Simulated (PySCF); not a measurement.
PySCF input (HF/def2-TZVPD):

```python
from pyscf import gto, scf, dft

mol = gto.M(
    atom='''
    Si    1.50046285    0.68430270    0.00228477
    C     0.33424233   -0.78273079   -0.14587865
    Si   -1.48186652   -0.32383711    0.05284199
    H     1.21581750    1.69634556   -1.05012158
    H     1.38288233    1.32204068    1.34104461
    H     0.59286533   -1.52715795    0.61201632
    H     0.47171270   -1.25571829   -1.12201755
    H    -1.87323708    0.65442861   -0.98867495
    H    -1.70735597    0.28277585    1.38554882
    H    -2.34848746   -1.52284793   -0.07429836
    ''',
    basis='def2-tzvpd',
    charge=0,
    spin=1,
    verbose=4,
)

mf = scf.UHF(mol).density_fit(auxbasis='def2-universal-jkfit')
mf.conv_tol = 1e-9
mf.max_cycle = 100
mf.max_memory = 1500
mf.kernel()
if not mf.converged:
    mf = mf.newton()
    mf.kernel(mf.make_rdm1())
for _ in range(2):
    mo, _, stable, _ = mf.stability(return_status=True)
    if stable:
        break
    mf.kernel(mf.make_rdm1(mo, mf.mo_occ))
mf.analyze()
```

Output:

```
PySCF version 2.14.0

[INPUT] verbose = 4
[INPUT] num. atoms = 10
[INPUT] num. electrons = 41
[INPUT] charge = 0
[INPUT] spin (= nelec alpha-beta = 2S) = 1
[INPUT] symmetry False subgroup None
[INPUT] Mole.unit = angstrom
[INPUT] Symbol           X                Y                Z      unit          X                Y                Z       unit  Magmom
[INPUT]  1 Si     1.500462850000   0.684302700000   0.002284770000 AA    2.835463846584   1.293144689300   0.004317589558 Bohr   0.0
[INPUT]  2 C      0.334242330000  -0.782730790000  -0.145878650000 AA    0.631626462936  -1.479146822364  -0.275670695921 Bohr   0.0
[INPUT]  3 Si    -1.481866520000  -0.323837110000   0.052841990000 AA   -2.800321875962  -0.611963446871   0.099856888977 Bohr   0.0
[INPUT]  4 H      1.215817500000   1.696345560000  -1.050121580000 AA    2.297562092453   3.205628521022  -1.984442183696 Bohr   0.0
[INPUT]  5 H      1.382882330000   1.322040680000   1.341044610000 AA    2.613268866200   2.498294810734   2.534207033724 Bohr   0.0
[INPUT]  6 H      0.592865330000  -1.527157950000   0.612016320000 AA    1.120353102450  -2.885910274452   1.156543228564 Bohr   0.0
[INPUT]  7 H      0.471712700000  -1.255718290000  -1.122017550000 AA    0.891407812479  -2.372963657707  -2.120305876455 Bohr   0.0
[INPUT]  8 H     -1.873237080000   0.654428610000  -0.988674950000 AA   -3.539905047580   1.236690840980  -1.868324881718 Bohr   0.0
[INPUT]  9 H     -1.707355970000   0.282775850000   1.385548820000 AA   -3.226435180441   0.534368911141   2.618307802014 Bohr   0.0
[INPUT] 10 H     -2.348487460000  -1.522847930000  -0.074298360000 AA   -4.437998106375  -2.877765517061  -0.140403551904 Bohr   0.0

nuclear repulsion = 142.349850394201
number of shells = 78
number of NR pGTOs = 267
number of NR cGTOs = 186
basis = def2-tzvpd
ecp = {}

******** <class 'pyscf.df.df_jk.DFUHF'> ********
method = DFUHF
initial guess = minao
damping factor = 0
level_shift factor = 0
DIIS = <class 'pyscf.scf.diis.CDIIS'>
diis_start_cycle = 1
diis_space = 8
diis_damp = 0
SCF conv_tol = 1e-09
SCF conv_tol_grad = None
SCF max_cycles = 100
direct_scf = False
number electrons alpha = 21  beta = 20
Set gradient conv threshold to 3.16228e-05
******** <class 'pyscf.df.df.DF'> ********
auxbasis = def2-universal-jkfit
init E= -619.612942715156
  alpha nocc = 21  HOMO = -0.109076516680627  LUMO = 0.045750849030653
  beta  nocc = 20  HOMO = -0.338587244245073  LUMO = -0.10907651668062

WARN: HOMO -0.109076516680627 >= LUMO -0.10907651668062

cycle= 1 E= -619.751958155984  delta_E= -0.139  |g|= 0.211  |ddm|= 1.64
  alpha nocc = 21  HOMO = -0.308994256399185  LUMO = 0.0676515656320131
  beta  nocc = 20  HOMO = -0.448309522213393  LUMO = 0.00809705480992307
  HOMO = -0.308994256399  LUMO = 0.00809705480992  gap/eV = 8.62849
cycle= 2 E= -619.799416734506  delta_E= -0.0475  |g|= 0.0697  |ddm|= 0.461
  alpha nocc = 21  HOMO = -0.306509545661765  LUMO = 0.0712711235309012
  beta  nocc = 20  HOMO = -0.428019872662908  LUMO = 0.0382032968142489
  HOMO = -0.306509545662  LUMO = 0.0382032968142  gap/eV = 9.38011
cycle= 3 E= -619.806036704646  delta_E= -0.00662  |g|= 0.0248  |ddm|= 0.245
[...]
  beta  nocc = 20  HOMO = -0.440040024390424  LUMO = 0.0409431315205318
  HOMO = -0.319938556975  LUMO = 0.0409431315205  gap/eV = 9.82009
Extra cycle  E= -619.807099247499  delta_E= -2.3e-11  |g|= 2.58e-06  |ddm|= 6.97e-06
converged SCF energy = -619.807099247499  <S^2> = 0.75460091  2S+1 = 2.0045956
uhf_internal: lowest eigs of H = [0.36740292 0.39397977 0.42107552]
<class 'pyscf.df.df_jk.DFUHF'> wavefunction is stable in the internal stability analysis
**** SCF Summaries ****
Total Energy =                        -619.807099247498627
Nuclear Repulsion Energy =             142.349850394200558
One-electron Energy =                -1140.660358300771350
Two-electron Energy =                  378.503408659072136
Two-electron Coulomb Energy =          426.977798620609690
DFT Exchange-Correlation Energy =      -48.474389961537554
HOMO-LUMO gap [eV] =                     9.820090933201982
**** MO energy ****
                             alpha | beta                alpha | beta
MO #1   energy= -68.7786064470044  | -68.7723314009922  occ= 1 | 1
MO #2   energy= -68.7695401036747  | -68.7692590204739  occ= 1 | 1
MO #3   energy= -11.2151748162897  | -11.2145579400146  occ= 1 | 1
MO #4   energy= -6.12928846504931  | -6.12057761566263  occ= 1 | 1
MO #5   energy= -6.11995313411407  | -6.11948391905739  occ= 1 | 1
MO #6   energy= -4.24210492839237  | -4.22832030665734  occ= 1 | 1
MO #7   energy= -4.23236920655365  | -4.22812937562432  occ= 1 | 1
MO #8   energy= -4.23219162774367  | -4.22594762617213  occ= 1 | 1
MO #9   energy= -4.22627484073906  | -4.2259145948245   occ= 1 | 1
MO #10  energy= -4.22615759493431  | -4.2253492765906   occ= 1 | 1
MO #11  energy= -4.2260069091911   | -4.21933793043076  occ= 1 | 1
MO #12  energy= -0.957475647850362 | -0.951631460739893 occ= 1 | 1
MO #13  energy= -0.711215697892391 | -0.702360771190421 occ= 1 | 1
MO #14  energy= -0.691863706002125 | -0.658753387680925 occ= 1 | 1
MO #15  energy= -0.586259392810963 | -0.584202870581958 occ= 1 | 1
MO #16  energy= -0.50962738076284  | -0.502831303664411 occ= 1 | 1
MO #17  energy= -0.479232635429356 | -0.47548897196059  occ= 1 | 1
MO #18  energy= -0.475492749468021 | -0.470605432249438 occ= 1 | 1
MO #19  energy= -0.473358344517787 | -0.465361793375226 occ= 1 | 1
MO #20  energy= -0.450935343436313 | -0.440040024390424 occ= 1 | 1
MO #21  energy= -0.319938556975025 | 0.0409431315205318 occ= 1 | 0
MO #22  energy= 0.0695469403063531 | 0.0711609060808616 occ= 0 | 0
MO #23  energy= 0.0754060348797475 | 0.0786012334608345 occ= 0 | 0
MO #24  energy= 0.0773283517940578 | 0.0881263145053729 occ= 0 | 0
MO #25  energy= 0.111850181660767  | 0.1173125450782    occ= 0 | 0
MO #26  energy= 0.118029111945642  | 0.118880872867859  occ= 0 | 0
MO #27  energy= 0.12325836206861   | 0.134602431616893  occ= 0 | 0
MO #28  energy= 0.12885708861321   | 0.135494057655219  occ= 0 | 0
MO #29  energy= 0.133449756337834  | 0.143494414603526  occ= 0 | 0
MO #30  energy= 0.142590474384182  | 0.146111719896708  occ= 0 | 0
MO #31  energy= 0.159366749710761  | 0.161609043173741  occ= 0 | 0
MO #32  energy= 0.159674968307488  | 0.161647841367054  occ= 0 | 0
MO #33  energy= 0.161958807577174  | 0.166505375977082  occ= 0 | 0
MO #34  energy= 0.163250280949618  | 0.16851009676718   occ= 0 | 0
MO #35  energy= 0.16380717401992   | 0.17242733779896   occ= 0 | 0
MO #36  energy= 0.200835647863615  | 0.202903001380713  occ= 0 | 0
MO #37  energy= 0.209330470319121  | 0.218378874503106  occ= 0 | 0
MO #38  energy= 0.216327895278508  | 0.227553207085181  occ= 0 | 0
MO #39  energy= 0.233290500336106  | 0.235498246507166  occ= 0 | 0
MO #40  energy= 0.24893762174153   | 0.25025066907751   occ= 0 | 0
MO #41  energy= 0.252899982802665  | 0.25532717536661   occ= 0 | 0
MO #42  energy= 0.263648695408215  | 0.270746808688114  occ= 0 | 0
MO #43  energy= 0.264582635831491  | 0.271578720123468  occ= 0 | 0
MO #44  energy= 0.266383958821185  | 0.279302864605667  occ= 0 | 0
MO #45  energy= 0.275761487216612  | 0.282976309522943  occ= 0 | 0
MO #46  energy= 0.282634521087414  | 0.292407302519937  occ= 0 | 0
MO #47  energy= 0.303288030550395  | 0.304660313571501  occ= 0 | 0
MO #48  energy= 0.318477240259318  | 0.324432945848726  occ= 0 | 0
MO #49  energy= 0.323555674113506  | 0.332145671583672  occ= 0 | 0
MO #50  energy= 0.32940076973522   | 0.333957567455942  occ= 0 | 0
MO #51  energy= 0.334236533403366  | 0.337040954738663  occ= 0 | 0
MO #52  energy= 0.33541894240911   | 0.342567220881528  occ= 0 | 0
MO #53  energy= 0.35957204042814   | 0.364665476728021  occ= 0 | 0
MO #54  energy= 0.361703355990317  | 0.370739207263227  occ= 0 | 0
MO #55  energy= 0.380213778979749  | 0.382046172538302  occ= 0 | 0
MO #56  energy= 0.380377763191277  | 0.383051300780414  occ= 0 | 0
MO #57  energy= 0.382560724110202  | 0.38953720709357   occ= 0 | 0
MO #58  energy= 0.397984152359352  | 0.398778661741181  occ= 0 | 0
MO #59  energy= 0.402012308412329  | 0.412343706256152  occ= 0 | 0
MO #60  energy= 0.408802792536462  | 0.416602300490416  occ= 0 | 0
MO #61  energy= 0.424213034559869  | 0.43127715581441   occ= 0 | 0
MO #62  energy= 0.425437193821353  | 0.431587619354802  occ= 0 | 0
MO #63  energy= 0.449152370347144  | 0.451676300053398  occ= 0 | 0
MO #64  energy= 0.462095454969553  | 0.466953493228521  occ= 0 | 0
MO #65  energy= 0.481690792783648  | 0.48570495618777   occ= 0 | 0
MO #66  energy= 0.484697497836704  | 0.486932436029607  occ= 0 | 0
MO #67  energy= 0.499175042057842  | 0.504158708195951  occ= 0 | 0
MO #68  energy= 0.504949876752394  | 0.50588861853697   occ= 0 | 0
MO #69  energy= 0.512574222158868  | 0.515582900354268  occ= 0 | 0
MO #70  energy= 0.530937818285879  | 0.535474213262839  occ= 0 | 0
MO #71  energy= 0.538813644795621  | 0.543911765248199  occ= 0 | 0
MO #72  energy= 0.541857120324299  | 0.544843870469878  occ= 0 | 0
MO #73  energy= 0.550995315498869  | 0.553964296160048  occ= 0 | 0
MO #74  energy= 0.564695989070359  | 0.572360166301638  occ= 0 | 0
MO #75  energy= 0.57984894900739   | 0.584996834841091  occ= 0 | 0
MO #76  energy= 0.602106588728855  | 0.610443887017619  occ= 0 | 0
MO #77  energy= 0.609819419387984  | 0.620136203108715  occ= 0 | 0
MO #78  energy= 0.622520801830304  | 0.631188722746015  occ= 0 | 0
MO #79  energy= 0.634727920904949  | 0.64379213253488   occ= 0 | 0
MO #80  energy= 0.639695480947331  | 0.652511935793417  occ= 0 | 0
MO #81  energy= 0.64734953804299   | 0.653402078196731  occ= 0 | 0
MO #82  energy= 0.678662011696903  | 0.68259474121071   occ= 0 | 0
MO #83  energy= 0.679229228408136  | 0.688858248975085  occ= 0 | 0
MO #84  energy= 0.696546271082765  | 0.713989693715517  occ= 0 | 0
MO #85  energy= 0.720474582883759  | 0.722264983066068  occ= 0 | 0
MO #86  energy= 0.729917812641342  | 0.742414492739203  occ= 0 | 0
MO #87  energy= 0.751783024167126  | 0.762226082452006  occ= 0 | 0
MO #88  energy= 0.790449230005613  | 0.797669430887889  occ= 0 | 0
MO #89  energy= 0.801008998023211  | 0.803314736838494  occ= 0 | 0
MO #90  energy= 0.828072307093537  | 0.832988181772546  occ= 0 | 0
MO #91  energy= 0.850160418464808  | 0.855586135715161  occ= 0 | 0
MO #92  energy= 0.864589880244062  | 0.870224295591077  occ= 0 | 0
MO #93  energy= 0.870029393050084  | 0.870914377378771  occ= 0 | 0
MO #94  energy= 0.896125592725285  | 0.903579589062692  occ= 0 | 0
MO #95  energy= 0.899547939934441  | 0.903700300851132  occ= 0 | 0
MO #96  energy= 0.947571295378342  | 0.950956893547644  occ= 0 | 0
MO #97  energy= 0.977174383569663  | 0.981672594569005  occ= 0 | 0
MO #98  energy= 0.978944259516501  | 0.98542063613463   occ= 0 | 0
MO #99  energy= 1.08907837681971   | 1.09094328469058   occ= 0 | 0
MO #100 energy= 1.09041273319099   | 1.10177775818688   occ= 0 | 0
MO #101 energy= 1.19732083454792   | 1.20328946454831   occ= 0 | 0
MO #102 energy= 1.20716617838212   | 1.21551408478297   occ= 0 | 0
MO #103 energy= 1.21080826507389   | 1.21681728622453   occ= 0 | 0
MO #104 energy= 1.2274258528959    | 1.23355160169432   occ= 0 | 0
[...]
```

It need not be the lowest isomer of its formula.
